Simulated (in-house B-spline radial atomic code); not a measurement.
Results of a calculation; reference values are marked as such.
## Hf ion on Al atom: potential, deflection and energy transfer

The pair potential comes from two frozen, spherical free-atom densities (PBE, B-spline radial code, scalar-relativistic past argon): electrostatics plus the change in Thomas-Fermi kinetic and Dirac exchange energy where they overlap, the recipe behind the universal ZBL potential, which averages such potentials (from solid-state densities) over many pairs. It is written V = (Z1 Z2 e²/r) φ(r/a), with e² = 14.3996 eV·Å and a = 0.46850 Å/(Z1^0.23 + Z2^0.23); ZBL's fit is φ = 0.18175 e^(−3.1998x) + 0.50986 e^(−0.94229x) + 0.28022 e^(−0.4029x) + 0.02817 e^(−0.20162x). Where φ falls below 4e-4 it is continued as an exponential.

Masses 178.49 and 26.98 u.

```csv
x = r/a,"φ, this pair","φ, ZBL"
0.1,0.8803,0.8928
0.25,0.7529,0.7647
0.5,0.6024,0.6096
1,0.411,0.4164
1.5,0.2955,0.2995
2,0.2188,0.2218
3,0.1266,0.1292
4,0.07848,0.08026
5,0.05082,0.05224
6.5,0.02761,0.02914
8,0.01597,0.01705
10,0.008393,0.008778
12,0.004756,0.00474
14.5,0.00252,0.002328
17,0.001368,0.001212
20,0.0006279,0.0005882
```

Task: At x = 2 the electrostatic, kinetic and exchange parts are 6602.6, 7818.67 and -330.7 eV. Find r, V and φ.

Result: a = 0.46850/(2.6742 + 1.8039) = 0.10462 Å, so r = 0.20924 Å. V = 6602.6 + 7818.67 + (-330.7) = 14090.57 eV. The bare repulsion is 72 × 13 × 14.3996/0.20924 = 64413 eV, so φ = 0.2188, -1.4 % against ZBL's 0.2218. The kinetic (Pauli) term is 55 % of V here.

Task: The ion comes in at 9.811 keV with impact parameter 0.5231 Å. The scattering integral gives a centre-of-mass angle of 52.47° and a closest approach of 6.54 a. What are the reduced energy, the energy passed on and the laboratory angles?

Result: ε = E a M2/(Z1 Z2 e² (M1 + M2)) = 9811 × 1.0193e-06 = 0.01. The most that one collision can pass on is γE with γ = 4 M1 M2/(M1 + M2)² = 0.4563. Here T = γE sin²(θ/2) = 0.4563 × 9811 × 0.1954 = 874.9 eV. The ion turns by arctan(sin θ/(cos θ + M1/M2)) = 6.3°, and the struck atom leaves at (180° − θ)/2 = 63.8°. The closest approach is 0.684 Å. With ZBL the angle would be 53.59° and T = 909.7 eV.
